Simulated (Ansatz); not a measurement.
Ansatz (a program for electronic structure) input (B3LYP-D3(BJ)/def2-TZVP):

Ansatz 0.2 input:
```yaml
crystal:
  periodic: [false, false, false]
  atoms:
    - {symbol: C, position_ang: [1.69371851, -0.51654813, -0.01138980]}
    - {symbol: Si, position_ang: [0.22194669, 0.59855555, -0.00278913]}
    - {symbol: C, position_ang: [-1.44310547, -0.33560355, 0.03607707]}
    - {symbol: Cl, position_ang: [0.30467431, 1.79951004, 1.63711007]}
    - {symbol: Cl, position_ang: [0.25031143, 1.75426791, -1.67720506]}
    - {symbol: H, position_ang: [2.16237081, -0.85915055, 0.89360982]}
    - {symbol: H, position_ang: [2.11981967, -0.90074387, -0.92069280]}
    - {symbol: H, position_ang: [-2.27850257, 0.35996352, 0.03656171]}
    - {symbol: H, position_ang: [-1.52467770, -0.95293553, 0.92522378]}
    - {symbol: H, position_ang: [-1.54947665, -0.98158435, -0.82984777]}
basis:
  gaussian:
    orbitals: def2-TZVP
hamiltonian:
  xc: b3lyp
  dispersion: d3bj
magnetization: {spin_polarized: true, initial_magnetization: 1}
relax: {f_tol: 0.002, max_steps: 150}
```

Output:

```
Functional definition: B3LYP
integrals: 0.15 GiB planned
1367 factors; their error is unknown
mean field: 1.84 GiB planned
mean field evaluation 1: about -35073.1375 eV, gradient 4.7e1 eV
mean field evaluation 2: about -35067.5074 eV, gradient 5.4e1 eV
mean field evaluation 4: about -35083.6083 eV, gradient 3.4e0 eV
mean field evaluation 8: about -35083.6557 eV, gradient 5.8e-2 eV
mean field evaluation 16: about -35083.7284 eV, gradient 2.1e-4 eV
mean field -35083.72839717 eV, -1289.3032379908 hartree, gradient 1.1e-5 eV, S^2 0.753432; 0 other end points of the search recorded, 0 dependent functions left out
the calculation of the forces begins
reference -35083.72869086 eV, -1289.3032487838 hartree; 33, 32 occupied and 170, 171 virtual orbitals, 1367 factors
relax step   1: F+E_penalty+E_count = -35084.25224441 eV  Δ(F+E_penalty+E_count) = +0.000e0 eV  max|allowed force component| = 1.296e0 eV/Å  Δτ_max = 0.0000 Å  (31 SCF iters, accepted)
these checks for a lower state are left out or cut short: starts, cluster_reference, orbital_swaps, neighbouring_geometries, increment
integrals: 0.15 GiB planned
1367 factors; their error is unknown
mean field: 1.84 GiB planned
mean field -35083.77696424 eV, -1289.3050227975 hartree, gradient 1.4e-5 eV, S^2 0.753442; 0 other end points of the search recorded, 0 dependent functions left out
the calculation of the forces begins
reference -35083.77725839 eV, -1289.3050336074 hartree; 33, 32 occupied and 170, 171 virtual orbitals, 1367 factors
relax step   2: F+E_penalty+E_count = -35084.30018255 eV  Δ(F+E_penalty+E_count) = -4.794e-2 eV  max|allowed force component| = 4.240e-1 eV/Å  Δτ_max = 0.0310 Å  (35 SCF iters, accepted)
these checks for a lower state are left out or cut short: starts, cluster_reference, orbital_swaps, neighbouring_geometries, increment
integrals: 0.15 GiB planned
1367 factors; their error is unknown
mean field: 1.84 GiB planned
mean field evaluation 32: about -35083.7793 eV, gradient 1.7e-5 eV
mean field -35083.77932107 eV, -1289.3051094097 hartree, gradient 1.7e-5 eV, S^2 0.753425; 0 other end points of the search recorded, 0 dependent functions left out
the calculation of the forces begins
reference -35083.77961396 eV, -1289.3051201729 hartree; 33, 32 occupied and 170, 171 virtual orbitals, 1367 factors
relax step   3: F+E_penalty+E_count = -35084.30488240 eV  Δ(F+E_penalty+E_count) = -4.700e-3 eV  max|allowed force component| = 1.500e-1 eV/Å  Δτ_max = 0.0276 Å  (33 SCF iters, accepted)
these checks for a lower state are left out or cut short: starts, cluster_reference, orbital_swaps, neighbouring_geometries, increment
integrals: 0.15 GiB planned
1367 factors; their error is unknown
mean field: 1.84 GiB planned
mean field -35083.78112992 eV, -1289.3051758836 hartree, gradient 2.3e-5 eV, S^2 0.753432; 0 other end points of the search recorded, 0 dependent functions left out
the calculation of the forces begins
reference -35083.78142325 eV, -1289.3051866633 hartree; 33, 32 occupied and 170, 171 virtual orbitals, 1367 factors
relax step   4: F+E_penalty+E_count = -35084.30699817 eV  Δ(F+E_penalty+E_count) = -2.116e-3 eV  max|allowed force component| = 9.708e-2 eV/Å  Δτ_max = 0.0267 Å  (32 SCF iters, accepted)
these checks for a lower state are left out or cut short: starts, cluster_reference, orbital_swaps, neighbouring_geometries, increment
integrals: 0.15 GiB planned
1367 factors; their error is unknown
mean field: 1.84 GiB planned
mean field -35083.77992845 eV, -1289.3051317305 hartree, gradient 1.5e-5 eV, S^2 0.753406; 0 other end points of the search recorded, 0 dependent functions left out
the calculation of the forces begins
reference -35083.78022146 eV, -1289.3051424983 hartree; 33, 32 occupied and 170, 171 virtual orbitals, 1367 factors
relax step   5: F+E_penalty+E_count = -35084.30572186 eV  Δ(F+E_penalty+E_count) = +1.276e-3 eV  max|allowed force component| = 2.371e-1 eV/Å  Δτ_max = 0.0135 Å  (35 SCF iters, rejected (line search))
these checks for a lower state are left out or cut short: starts, cluster_reference, orbital_swaps, neighbouring_geometries, increment
integrals: 0.15 GiB planned
1367 factors; their error is unknown
mean field: 1.84 GiB planned
mean field -35083.78190163 eV, -1289.3052042434 hartree, gradient 1.5e-5 eV, S^2 0.753423; 0 other end points of the search recorded, 0 dependent functions left out
the calculation of the forces begins
reference -35083.78219481 eV, -1289.3052150176 hartree; 33, 32 occupied and 170, 171 virtual orbitals, 1367 factors
relax step   6: F+E_penalty+E_count = -35084.30746390 eV  Δ(F+E_penalty+E_count) = -4.657e-4 eV  max|allowed force component| = 6.230e-3 eV/Å  Δτ_max = 0.0068 Å  (35 SCF iters, accepted)
these checks for a lower state are left out or cut short: starts, cluster_reference, orbital_swaps, neighbouring_geometries, increment
integrals: 0.15 GiB planned
1367 factors; their error is unknown
mean field: 1.84 GiB planned
mean field -35083.78189193 eV, -1289.3052038868 hartree, gradient 1.6e-5 eV, S^2 0.753422; 0 other end points of the search recorded, 0 dependent functions left out
the calculation of the forces begins
reference -35083.78218509 eV, -1289.3052146605 hartree; 33, 32 occupied and 170, 171 virtual orbitals, 1367 factors
relax step   7: F+E_penalty+E_count = -35084.30747287 eV  Δ(F+E_penalty+E_count) = -8.972e-6 eV  max|allowed force component| = 8.842e-4 eV/Å  Δτ_max = 0.0036 Å  (26 SCF iters, accepted)
integrals: 0.15 GiB planned
1367 factors; their error is unknown
mean field: 1.84 GiB planned
mean field evaluation 64: about -35067.0228 eV, gradient 5.5e1 eV
mean field -35083.78189193 eV, -1289.3052038868 hartree, gradient 1.9e-5 eV, S^2 0.753422; 1 other end points of the search recorded, 0 dependent functions left out
the calculation of the forces begins
reference -35083.78218509 eV, -1289.3052146605 hartree; 33, 32 occupied and 170, 171 virtual orbitals, 1367 factors
Total energy: -35084.30776604 eV, -1289.3245294040 hartree
Atom 0 at     1.668327    -0.523505    -0.010286 Å, force     0.000486     0.000253     0.000182 eV/Å
Atom 1 at     0.194102     0.558827    -0.001559 Å, force     0.000572     0.000757    -0.000087 eV/Å
Atom 2 at    -1.433811    -0.331609     0.035395 Å, force    -0.000124    -0.000855     0.000424 eV/Å
Atom 3 at     0.302986     1.784294     1.660942 Å, force    -0.000394    -0.000884    -0.000494 eV/Å
Atom 4 at     0.249450     1.738812    -1.699571 Å, force    -0.000268    -0.000363     0.000178 eV/Å
Atom 5 at     2.160346    -0.835218     0.903406 Å, force    -0.000019     0.000081    -0.000408 eV/Å
Atom 6 at     2.110505    -0.887171    -0.930330 Å, force    -0.000463    -0.000091     0.000436 eV/Å
Atom 7 at    -2.256693     0.384621     0.037389 Å, force     0.000306     0.000223    -0.000187 eV/Å
Atom 8 at    -1.505853    -0.949015     0.932449 Å, force    -0.000108     0.000298     0.000083 eV/Å
Atom 9 at    -1.532279    -0.974305    -0.841176 Å, force     0.000012     0.000582    -0.000128 eV/Å
Dipole moment:    -0.037991    -0.480111     0.007212 e Å
```

It need not be the lowest isomer of its formula.
